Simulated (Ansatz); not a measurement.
Molecule: C2H7BO (charge 0, singlet). 
Coordinates optimised at B3LYP-D3(BJ)/def2-TZVP (Ansatz, an electronic-structure program):
SMILES: CB(C)O
```xyz
11

B     -0.0050     0.0703    -0.0221
C      1.5173    -0.3198    -0.0309
C     -1.1279    -0.9532     0.4046
O     -0.3187     1.3442    -0.4059
H      2.1405     0.4104    -0.5486
H      1.6831    -1.3053    -0.4747
H      1.8795    -0.3938     1.0012
H     -2.1120    -0.5043     0.5658
H     -1.2404    -1.7136    -0.3766
H     -0.8513    -1.4984     1.3110
H     -1.2611     1.5379    -0.3623
```
Charge 0, spin multiplicity 1.

Parts of the frozen-core correlation energy in aug-cc-pVTZ (Ansatz, hartree). Frozen orbitals: 4; correlated occupied orbitals by spin: 12 and 12; virtual: 329 and 329. Spin-orbit coupling is left out. Non-relativistic.

```
term                            value
-------------------------  ----------
reference (HF)             -179.50152
MP2 opposite-spin            -0.55107
MP2 same-spin                -0.16183
CCSD correlation             -0.74850
(T)                          -0.02836
T1 diagnostic                   0.012
largest doubles amplitude       0.018
```
